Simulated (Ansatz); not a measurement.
Process, species as SMILES: [Ga][Cl] (Cl-Ga) (closed-shell singlet) → Cl atom + Ga atom
B3LYP-D3(BJ)/def2-TZVP geometries, fixed; electronic energies without zero-point terms.

Basis-set convergence of the atomisation energy at PBE with Ansatz (a program for electronic structure). Cartesian d functions, on some or all atoms, in 6-31G**; all else is spherical. The program fits the integrals of some runs and decomposes those of others, by size. Open shells are unrestricted. No added dispersion term, no relativity. Functions are those of the species that has most. Reference: the value in aug-cc-pV(5+d)Z, 113.94 kcal/mol, itself unsure by roughly 0.13 kcal/mol (its mean distance from pcseg-4, aug-pcseg-3, aug-cc-pV(Q+d)Z). Deviations are taken from unrounded values.

```tsv
basis	functions	atomisation energy (kcal/mol)	minus reference (kcal/mol)
pcseg-0	35	111.68	-2.26
pcseg-1	45	112.37	-1.57
6-31G**	54	111.71	-2.23
aug-cc-pV(D+d)Z	68	113.07	-0.87
pcseg-2	77	113.11	-0.83
def2-TZVP	85	114.55	0.61
def2-TZVPPD	105	114.66	0.71
aug-pcseg-2	109	113.72	-0.22
pcseg-4	216	113.80	-0.14
```
